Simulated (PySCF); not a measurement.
An unknown shows these calculated signals:

¹H NMR (500 MHz, computed): δ 8.74 (dd, J = 6.8, 1.3 Hz, 2H), 7.62 (tt, J = 8.5, 1.3 Hz, 1H), 7.25 (dd, J = 8.5, 6.8 Hz, 2H), 3.67 (br, 2H).

¹³C{¹H} NMR (computed): δ 167.7 (C, ddd, J = 375.8, 337.2, 46.4 Hz), 147.3 (CH), 146.7 (C, ddd, J = 317.0, 57.8, 3.5 Hz), 136.0 (CH), 124.0 (CH).

Computed data (PySCF 2.14.0 with density-fitted response routines): couplings computed with B3LYP/pcJ-1 (spin–dipole term only in couplings to heteroatoms), NMR shieldings at KT2/pcSseg-2/GIAO, geometry from PBE0-D3(BJ)/def2-SVP. Non-relativistic Hamiltonian, single conformer, rapidly exchanging positions averaged, no solvent model.

Shifts are taken against calculated references (same method and geometry level): ¹H, ¹³C vs TMS.

Question: Which of these does the molecule contain: a heteroaromatic ring, a CH3CH2 unit, a non-aromatic C=C double bond, an NH or NH2 group, an N-methyl group?

Answer: 
- A heteroaromatic ring: yes.
- A CH3CH2 unit: no.
- A non-aromatic C=C double bond: yes.
- An NH or NH2 group: no.
- An N-methyl group: no.

The data belong to SMILES C1=CC=[N+]([BH2-]C(=C(F)F)F)C=C1, C7H7BF3N; they needn't prove each group on their own.

Carbon signals by region: 1 in the far downfield region (above 160 ppm), 4 in the sp2 and nitrile region (100–160 ppm). Above 160 ppm: 167.7, fully substituted alkene carbon.

Hydrogens on boron are broadened and split by ¹¹B (spin 3/2, 80 %) and 10B (spin 3). A carbon bonded to boron is broadened by the quadrupolar boron nucleus and is often missing from a measured spectrum. C–F couplings over four or more bonds (about 3 Hz to the para carbon of a fluoroarene) are left out. Common functionals overestimate the size of one-bond C–F couplings by tens of Hz; these are unscaled. Splittings below 1 Hz are ignored in the labels, and close J values are merged. Couplings among chemically equivalent protons are left out too, so labels in AA′BB′ or AA′XX′ sets are apparent multiplicities. Unscaled 3J(H,H) at this level run about 10 % above measured values. Shifts are as computed. Against solution values, carbons near 30 ppm lie about +3 ppm off and those near 130 ppm about -1 ppm. Of 1313 compounds with measured shifts, 239 miss one by over three times the rms of a fit or turn the order of signals round; such compounds aren't used in these exercises.
